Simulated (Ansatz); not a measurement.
Cartesian coordinates in Å:
```
O -0.332 1.384 0.130
Sn 0.226 -0.315 -0.671
F -1.464 -1.054 -1.188
Br 1.213 -1.813 1.071
H 0.358 1.799 0.658
```

Charge 0, multiplicity 2. Sn: def2 effective core potential.

Task: List the PBE0/def2-TZVPP orbital energies in eV (Ansatz). (Estimate.)

Result: Computed: α occupied: -13150.48, -1705.37, -1535.93, -1535.85, -1535.85, -673.18, -523.42, -239.19, -179.58, -179.35, -179.34, -141.51, -96.22, -96.11, -96.07, -73.06, -73.00, -72.99, -72.82, -72.82, -32.49, -30.39, -29.93, -29.85, -29.81, -29.38, -27.60, -21.79, -15.36, -13.28, -11.88, -11.49, -11.35, -10.49, -9.97, -9.04, -8.97, -7.59. α empty: -0.80, -0.71, -0.21, 1.63, 2.49, 3.02, 3.43, 4.68. β occupied: -13150.46, -1705.36, -1535.89, -1535.84, -1535.84, -673.09, -523.28, -239.16, -179.51, -179.33, -179.33, -141.44, -96.13, -96.06, -96.03, -73.01, -72.96, -72.96, -72.81, -72.81, -32.29, -30.25, -29.81, -29.76, -29.72, -29.25, -27.30, -21.52, -15.01, -12.94, -11.41, -11.26, -11.24, -9.85, -9.72, -8.90, -8.87. β empty: -4.78, -0.36, -0.30, 0.25, 1.80, 2.84, 3.28, 3.59. ⟨S²⟩ = 0.755.
